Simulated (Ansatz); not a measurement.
## Two-coordinate energy map

CH$_{3}$AlFO (SMILES C[O][Al][F]), doublet, PBE0-D4/def2-TZVP minimum:

C1  (0.256, 0.876, 0.109)
O2  (-0.413, -0.201, 0.707)
Al3  (-0.784, -1.797, 0.352)
F4  (-0.310, -2.487, -1.077)
H5  (1.091, 1.192, 0.742)
H6  (0.650, 0.625, -0.881)
H7  (-0.428, 1.724, 0.002)
(Å)

Rows set the bond length C1–H7 (Å; 1.094 at the minimum), columns the angle H7–C1–O2 (°; 109.8), set in this order; the parts move rigidly, in a bend the first-named atom's side turns in the plane, and in a torsion the whole end group turns. CCSD(T) energies count from the value at that structure, in kJ/mol. Program: Ansatz 0.2.0. Basis: def2-TZVPP. Cores are frozen in the correlated methods; orbitals are unrestricted.

| C1–H7 \ H7–C1–O2 | 91.8 | 100.8 | 109.8 | 118.8 | 127.8 |
| --- | --- | --- | --- | --- | --- |
| 0.985 | 58.0 | 30.8 | ? | ? | 58.1 |
| 1.039 | 40.7 | ? | 5.0 | 13.9 | 39.3 |
| 1.118 | 36.9 | 9.8 | 1.0 | 9.1 | 33.4 |
| 1.211 | 53.6 | 26.7 | 17.6 | 24.8 | 47.5 |
| 1.313 | 86.6 | ? | 50.8 | 57.0 | 77.8 |

Problem. Fill in the withheld cells. (Judge from chemistry; the value comes from the calculation.)

Solution. The calculation gives: (0.985, 109.8): 22.5; (0.985, 118.8): 31.9; (1.039, 100.8): 13.5; (1.313, 100.8): 60.2 kJ/mol. These count from the CCSD(T) energy at the PBE0-D4 minimum.

The same grid for a cheaper method: HF − CCSD(T), both counted from the minimum, in kJ/mol:
| C1–H7 \ H7–C1–O2 | 91.8 | 100.8 | 109.8 | 118.8 | 127.8 |
| --- | --- | --- | --- | --- | --- |
| 0.985 | 0.7 | -2.2 | -2.9 | -1.8 | 1.2 |
| 1.039 | 2.1 | -0.8 | -1.6 | -0.5 | 2.5 |
| 1.118 | 4.7 | 1.6 | 0.8 | 1.9 | 5.0 |
| 1.211 | 8.4 | 5.2 | 4.3 | 5.5 | 8.6 |
| 1.313 | 13.4 | 10.1 | 9.2 | 10.4 | 13.5 |

The T1 diagnostic stays at or below 0.015. ⟨S²⟩ of the unrestricted Hartree–Fock references: 0.75 (a pure state has 0.75).

For scale, one of the runs: CCSD(T)/def2-TZVPP, 177 basis functions (an equivalent command: `ansatz run in.yaml --threads 4`). Hardware: 4 CPU threads, shared host. Wall time 65 s; peak host memory 4.2 GiB.
